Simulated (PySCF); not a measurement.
PySCF job for (1E)-1-fluorobuta-1,3-diene (C4H5F), SMILES C=C/C=C/F, r2SCAN-D4/def2-SVP. Geometry optimised at r2SCAN-D4/def2-SVP. Other conformers were not sampled.

```python
import numpy as np
from pyscf import gto, scf, dft, df
from pyscf.hessian import thermo

mol = gto.M(
    atom='''
    C     0.22945598    2.46349898    0.00000000
    C    -0.39637939    1.27173480   -0.00000000
    C     0.27887418   -0.00960693   -0.00000000
    C    -0.38453902   -1.17633656    0.00000000
    F     0.24889956   -2.35056610   -0.00000000
    H     1.32252366    2.53094561    0.00000000
    H    -0.33195522    3.40104020   -0.00000000
    H    -1.49448172    1.24623496    0.00000000
    H     1.37485144   -0.03554933    0.00000000
    H    -1.47550467   -1.28331829    0.00000001
    ''',
    basis='def2-SVP',
    charge=0,
    spin=0,
    max_memory=1600,
    verbose=3,
)
mf = dft.RKS(mol, xc='r2scan').density_fit(auxbasis='def2-universal-jkfit')
mf.disp = 'd4'
mf.grids.level = 4
mf.conv_tol = 1e-11
mf.max_cycle = 100
mf.kernel()

# [left out here: the lines that compute and print the analytic Hessian (its translational invariance restored by hand, since the grid's response is missing), thermochemistry and intensities]
```

Program output:

```
converged SCF energy = -254.894243574066

WARN: MGGA Hessian is sensitive to dft grids. grids.level 4 may not be dense enough.


WARN: DFTD4 does not support analytical Hessian, using finite difference.


WARN: Mole.unit (angstrom) is changed to Bohr

Mode                                 0                   1                   2
Irrep
Freq [cm^-1]                      162.3972            200.4659            299.2511
Reduced mass [au]                   3.3869              3.5863              2.3045
Force const [Dyne/A]                0.0526              0.0849              0.1216
Char temp [K]                     233.6534            288.4259            430.5556
Normal mode                   x     y     z       x     y     z       x     y     z
       0   C                 0.00 -0.00  0.12    0.11 -0.05 -0.00   -0.00  0.00  0.01
       1   C                -0.00  0.00 -0.08   -0.07  0.04  0.00    0.00  0.00 -0.09
       2   C                -0.00 -0.00 -0.18   -0.14  0.00  0.00   -0.00 -0.00  0.06
       3   C                -0.00 -0.00  0.02   -0.06 -0.04  0.00    0.00 -0.00  0.16
       4   F                 0.00  0.00  0.07    0.10  0.04 -0.00   -0.00 -0.00 -0.09
       5   H                 0.00 -0.00  0.18    0.12 -0.23 -0.00   -0.00  0.00  0.31
       6   H                 0.00  0.00  0.25    0.26  0.04 -0.00   -0.00  0.00 -0.20
       7   H                -0.00  0.00 -0.11   -0.07  0.16  0.00    0.00  0.00 -0.37
       8   H                -0.00 -0.00 -0.31   -0.14  0.00  0.00   -0.00 -0.00 -0.05
       9   H                 0.00  0.00  0.18   -0.05 -0.18 -0.00    0.00 -0.00  0.33
Mode                                 3                   4                   5
Irrep
Freq [cm^-1]                      465.1825            512.8004            675.3150
Reduced mass [au]                   3.1064              4.6216              1.4723
Force const [Dyne/A]                0.3961              0.7160              0.3956
Char temp [K]                     669.2940            737.8056            971.6279
Normal mode                   x     y     z       x     y     z       x     y     z
       0   C                 0.01 -0.15  0.00    0.02  0.05 -0.00   -0.00  0.00  0.01
       1   C                -0.10 -0.07 -0.00   -0.09  0.09  0.00   -0.00  0.00 -0.14
       2   C                 0.07  0.05 -0.00   -0.02  0.07 -0.00    0.00  0.00  0.05
       3   C                 0.06  0.08  0.00    0.11 -0.03 -0.00    0.00 -0.00  0.07
       4   F                -0.03  0.06 -0.00   -0.03 -0.14  0.00   -0.00 -0.00 -0.03
       5   H                 0.02 -0.36  0.00    0.03 -0.10  0.00    0.00 -0.00 -0.37
       6   H                 0.19 -0.04 -0.00    0.16  0.13 -0.00    0.00  0.00  0.62
       7   H                -0.10 -0.12 -0.00   -0.09  0.14  0.00   -0.00 -0.00  0.20
       8   H                 0.07  0.18  0.00   -0.01  0.26 -0.00    0.00 -0.00  0.28
       9   H                 0.05  0.18  0.00    0.11  0.01 -0.00   -0.00 -0.00 -0.12
Mode                                 6                   7                   8
Irrep
Freq [cm^-1]                      846.1424            895.9404            928.3590
Reduced mass [au]                   1.8752              1.3354              1.1805
Force const [Dyne/A]                0.7910              0.6316              0.5994
Char temp [K]                    1217.4105           1289.0587           1335.7019
Normal mode                   x     y     z       x     y     z       x     y     z
       0   C                -0.00  0.00 -0.02   -0.00  0.00  0.14    0.00 -0.00  0.04
       1   C                -0.00 -0.00 -0.05   -0.00  0.00 -0.05    0.00 -0.00 -0.06
       2   C                 0.00  0.00  0.13    0.00  0.00  0.00   -0.00 -0.00  0.08
       3   C                -0.00 -0.00 -0.15   -0.00 -0.00 -0.03    0.00  0.00  0.03
       4   F                 0.00 -0.00  0.02    0.00 -0.00  0.00   -0.00  0.00  0.00
       5   H                 0.00 -0.00  0.02   -0.00 -0.00 -0.64    0.00  0.00  0.00
       6   H                 0.00  0.00  0.22    0.00  0.00 -0.51   -0.00 -0.00 -0.18
       7   H                -0.00 -0.00  0.03   -0.00 -0.00 -0.05    0.00  0.00  0.27
       8   H                 0.00  0.00 -0.33    0.00  0.00  0.11   -0.00  0.00 -0.69
       9   H                 0.00  0.00  0.58    0.00  0.00  0.19   -0.00 -0.00 -0.51
Mode                                 9                  10                  11
Irrep
Freq [cm^-1]                      953.9005           1030.6836           1179.2077
Reduced mass [au]                   1.3787              1.0956              6.6609
Force const [Dyne/A]                0.7392              0.6857              5.4571
Char temp [K]                    1372.4505           1482.9243           1696.6174
Normal mode                   x     y     z       x     y     z       x     y     z
       0   C                -0.07  0.09  0.00    0.00 -0.00  0.01   -0.00 -0.03  0.00
       1   C                -0.01  0.03 -0.00   -0.00 -0.00 -0.08    0.03 -0.00  0.00
       2   C                 0.07 -0.05  0.00    0.00  0.00 -0.02    0.01  0.10 -0.00
       3   C                -0.04 -0.01  0.00   -0.00  0.00 -0.01   -0.14  0.13  0.00
       4   F                 0.01 -0.00  0.00    0.00 -0.00 -0.00    0.07 -0.11 -0.00
       5   H                -0.03 -0.45  0.00    0.00  0.00  0.38   -0.00 -0.05  0.00
       6   H                 0.42  0.38 -0.00   -0.00 -0.00 -0.30   -0.07 -0.08 -0.00
       7   H                -0.01 -0.25  0.00   -0.00  0.00  0.74    0.04 -0.18 -0.00
       8   H                 0.07 -0.32 -0.00    0.00  0.00  0.30    0.01 -0.03 -0.00
       9   H                -0.04 -0.03 -0.00    0.00  0.00  0.18   -0.14  0.13 -0.00
Mode                                12                  13                  14
Irrep
Freq [cm^-1]                     1201.2375           1239.5527           1303.2694
Reduced mass [au]                   1.7517              1.4684              1.4079
Force const [Dyne/A]                1.4892              1.3293              1.4089
Char temp [K]                    1728.3133           1783.4403           1875.1145
Normal mode                   x     y     z       x     y     z       x     y     z
       0   C                -0.04  0.03  0.00    0.01 -0.02 -0.00   -0.09 -0.03  0.00
       1   C                 0.13 -0.06 -0.00    0.01  0.02 -0.00    0.10 -0.00 -0.00
       2   C                -0.10  0.06 -0.00   -0.08  0.08  0.00   -0.06 -0.00  0.00
       3   C                 0.02 -0.03 -0.00    0.10  0.04 -0.00    0.04  0.02 -0.00
       4   F                -0.02  0.01  0.00   -0.03 -0.00  0.00    0.01 -0.01 -0.00
       5   H                -0.02 -0.20  0.00    0.01 -0.05 -0.00   -0.07 -0.44 -0.00
       6   H                 0.12  0.11 -0.00   -0.11 -0.10 -0.00   -0.06 -0.02  0.00
       7   H                 0.14 -0.41  0.00    0.02 -0.29  0.00    0.10  0.59 -0.00
       8   H                -0.10  0.49  0.00   -0.10 -0.67  0.00   -0.06 -0.13  0.00
       9   H                 0.03 -0.16  0.00    0.14 -0.25  0.00    0.01  0.32  0.00
Mode                                15                  16                  17
Irrep
Freq [cm^-1]                     1326.9299           1429.9196           1670.8214
Reduced mass [au]                   1.2104              1.2660              4.9147
Force const [Dyne/A]                1.2556              1.5251              8.0836
Char temp [K]                    1909.1568           2057.3359           2403.9399
Normal mode                   x     y     z       x     y     z       x     y     z
       0   C                 0.03  0.03  0.00    0.04  0.04  0.00   -0.07 -0.15  0.00
       1   C                -0.02 -0.02 -0.00   -0.01  0.10  0.00    0.05  0.16  0.00
       2   C                -0.09 -0.04  0.00    0.02 -0.03 -0.00    0.03  0.06 -0.00
       3   C                 0.04 -0.02  0.00   -0.01 -0.05  0.00   -0.02 -0.11  0.00
       4   F                 0.02 -0.00 -0.00   -0.00  0.01 -0.00   -0.00  0.02 -0.00
       5   H                 0.03  0.19 -0.00    0.07 -0.51 -0.00   -0.11  0.19  0.00
       6   H                 0.09  0.07  0.00   -0.55 -0.33  0.00    0.19 -0.02 -0.00
       7   H                -0.02 -0.33  0.00   -0.01 -0.27  0.00    0.08 -0.13  0.00
       8   H                -0.09 -0.09 -0.00    0.04  0.11  0.00    0.05 -0.02 -0.00
       9   H                -0.04  0.80 -0.00   -0.04  0.11 -0.00   -0.07  0.12 -0.00
Mode                                18                  19                  20
Irrep
Freq [cm^-1]                     1730.3410           3136.0203           3145.8239
Reduced mass [au]                   5.8072              1.0784              1.0736
Force const [Dyne/A]               10.2443              6.2487              6.2596
Char temp [K]                    2489.5755           4512.0350           4526.1402
Normal mode                   x     y     z       x     y     z       x     y     z
       0   C                -0.03 -0.06 -0.00    0.01  0.02  0.00   -0.04 -0.05  0.00
       1   C                 0.02  0.11 -0.00    0.07  0.00  0.00    0.04  0.01 -0.00
       2   C                -0.05 -0.17  0.00   -0.01  0.00  0.00   -0.00  0.00  0.00
       3   C                 0.04  0.15 -0.00   -0.00  0.00  0.00   -0.00 -0.00  0.00
       4   F                 0.00 -0.02  0.00    0.00 -0.00  0.00   -0.00 -0.00  0.00
       5   H                -0.05  0.06 -0.00   -0.30 -0.01  0.00    0.71  0.04 -0.00
       6   H                 0.06 -0.01  0.00    0.17 -0.26 -0.00   -0.27  0.43 -0.00
       7   H                 0.03 -0.14  0.00   -0.85 -0.02 -0.00   -0.41 -0.01 -0.00
       8   H                -0.06  0.17  0.00    0.10  0.00 -0.00    0.04 -0.00 -0.00
       9   H                 0.11 -0.15  0.00    0.03  0.00 -0.00    0.02  0.00 -0.00
Mode                                21                  22                  23
Irrep
Freq [cm^-1]                     3172.6545           3185.3091           3252.0816
Reduced mass [au]                   1.0907              1.0957              1.1171
Force const [Dyne/A]                6.4685              6.5500              6.9607
Char temp [K]                    4564.7435           4582.9507           4679.0213
Normal mode                   x     y     z       x     y     z       x     y     z
       0   C                 0.00 -0.00  0.00    0.00 -0.00  0.00   -0.08  0.05  0.00
       1   C                -0.01 -0.00 -0.00   -0.00  0.00 -0.00   -0.01 -0.00 -0.00
       2   C                -0.08 -0.00  0.00    0.01  0.01  0.00   -0.00 -0.00  0.00
       3   C                -0.00  0.00  0.00   -0.08 -0.02  0.00   -0.00  0.00 -0.00
       4   F                 0.00 -0.00  0.00    0.00  0.00  0.00    0.00 -0.00  0.00
       5   H                -0.00  0.00  0.00   -0.00  0.00  0.00    0.56  0.04 -0.00
       6   H                -0.01  0.01 -0.00   -0.00  0.00 -0.00    0.38 -0.64 -0.00
       7   H                 0.11 -0.00 -0.00    0.03 -0.00 -0.00    0.08  0.00  0.00
       8   H                 0.94 -0.01 -0.00   -0.06  0.00  0.00    0.00 -0.00  0.00
       9   H                 0.06  0.01 -0.00    0.94  0.10 -0.00    0.00  0.00 -0.00
temperature 298.1500 [K]
pressure 101325.00 [Pa]
Rotational constants [GHz] 34.63933 2.15635 2.02998
Symmetry number 1
Zero-point energy (ZPE) 0.07733 [Eh]   203027.854 [J/mol]
                           tot       elec      trans        rot        vib
Entropy [J/mol/K]       303.449      0.000    162.097    105.287     36.065
Cv [J/mol/K]             76.008      0.000     12.472     12.472     51.065
Cp [J/mol/K]             84.322      0.000     20.786     12.472     51.065
Internal energy [J/mol]                      3718.434   3718.434 209642.285
Internal energy [Eh]   -254.81156  -254.89424
Enthalpy [J/mol]                             6197.391   3718.434 209642.285
Enthalpy [Eh]          -254.81062
Gibbs free energy [J/mol]                  -42131.932 -27672.860 198889.633
Gibbs free energy [Eh] -254.84508
static polarisability / bohr^3: [[42.186  9.296 -0.   ]
 [ 9.282 81.373  0.   ]
 [-0.    -0.    21.649]]
largest difference of analytic and finite-field dipole derivatives / e: 0.000410123954487307
mode   freq/cm-1   IR/(km/mol)   Raman/(A^4/amu)   depolarisation
   1      162.40         0.543             1.337            0.750
   2      200.47         1.918             1.323            0.701
   3      299.25         0.216             1.544            0.750
   4      465.18         0.837            12.825            0.316
   5      512.80        16.019             0.835            0.467
   6      675.31         9.068             1.927            0.750
   7      846.14         4.169            13.235            0.750
   8      895.94        26.832             4.977            0.750
   9      928.36        38.777             1.281            0.750
  10      953.90         0.748             0.173            0.169
  11     1030.68        37.407             0.451            0.750
  12     1179.21       186.089             4.484            0.337
  13     1201.24        16.212            37.712            0.457
  14     1239.55         6.662             2.026            0.296
  15     1303.27         2.265            38.744            0.389
  16     1326.93         2.445             0.843            0.687
  17     1429.92        12.322            27.344            0.489
  18     1670.82         5.373            25.265            0.304
  19     1730.34       119.445           253.017            0.243
  20     3136.02        10.945            29.716            0.599
  21     3145.82         1.283           159.750            0.142
  22     3172.65         7.092            49.043            0.257
  23     3185.31        10.129            93.242            0.319
  24     3252.08         5.797            90.650            0.662
max |gradient| / (hartree/bohr): 0.0003243423632262048
APT charges: [-0.1683  0.1169 -0.1732  0.6334 -0.6118  0.0379  0.0444  0.0171  0.051
  0.0464]
```

The run converged.
